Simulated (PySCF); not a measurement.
**`InChI=1S/C3H3F3O2S/c1-2-9(7,8)3(4,5)6/h2H,1H2`**

Molfile (atoms numbered from 1):
```
C3H3F3O2S
     RDKit          3D

 12 11  0  0  0  0  0  0  0  0999 V2000
    1.9666   -0.0106    0.4318 C   0  0  0  0  0  0  0  0  0  0  0  0
    1.0031   -0.6640   -0.1766 C   0  0  0  0  0  0  0  0  0  0  0  0
   -0.3161    0.2694   -0.9400 S   0  0  0  0  0  6  0  0  0  0  0  0
   -0.8231   -0.4061   -2.0889 O   0  0  0  0  0  0  0  0  0  0  0  0
    0.0187    1.6539   -1.0177 O   0  0  0  0  0  0  0  0  0  0  0  0
   -1.6444    0.1187    0.4097 C   0  0  0  0  0  0  0  0  0  0  0  0
   -1.1796    0.6601    1.5367 F   0  0  0  0  0  0  0  0  0  0  0  0
   -1.8871   -1.1704    0.6509 F   0  0  0  0  0  0  0  0  0  0  0  0
   -2.7756    0.7159    0.0782 F   0  0  0  0  0  0  0  0  0  0  0  0
    2.7874   -0.5063    0.9239 H   0  0  0  0  0  0  0  0  0  0  0  0
    1.9543    1.0676    0.4389 H   0  0  0  0  0  0  0  0  0  0  0  0
    0.8970   -1.7290   -0.2727 H   0  0  0  0  0  0  0  0  0  0  0  0
  1  2  2  0
  2  3  1  0
  3  4  2  0
  3  5  2  0
  3  6  1  0
  6  7  1  0
  6  8  1  0
  6  9  1  0
  1 10  1  0
  1 11  1  0
  2 12  1  0
M  END
```

Computed, not measured: quadratic response PBE0/aug-cc-pVDZ first hyperpolarisability, Taylor convention, gas phase in PySCF 2.14.0. Geometry: GFN2-xTB.

(1) What is the first hyperpolarisability, and how does it disperse?

(2) Which lowest excitations, dipole and polarisabilities go with it?

## Answers

(1) In au, Taylor convention; the vector part is βᵢ = ⅓ Σⱼ (βᵢⱼⱼ + βⱼᵢⱼ + βⱼⱼᵢ); β∥ is 3/5 of the vector part along the dipole, the dipole points from − to +:
| process | λ (nm) | β vector norm | β∥ | β HRS | depolarisation ratio |
| --- | --- | --- | --- | --- | --- |
| static β(0;0,0) | ∞ | 172.1 | -75.6 | 63.4 | 8.46 |
| second harmonic β(−2ω;ω,ω) | 1907 | 176.9 | -77.7 | 65.2 | 8.39 |
| Pockels β(−ω;ω,0) | 1907 | 173.6 | -76.3 | – | – |
| second harmonic β(−2ω;ω,ω) | 1064 | 188.5 | -83.0 | 69.6 | 8.22 |
| Pockels β(−ω;ω,0) | 1064 | 177.2 | -77.9 | – | – |

(2) S1 5.70 eV (f = 0.003); S2 6.28 eV (f = 0.004); S3 6.86 eV (f = 0.003); dipole 4.26 D; isotropic α 66.5 au static, 66.6 au at 1907 nm, 67.0 au at 1064 nm, 67.1 au at 953.5 nm, 68.6 au at 532 nm.
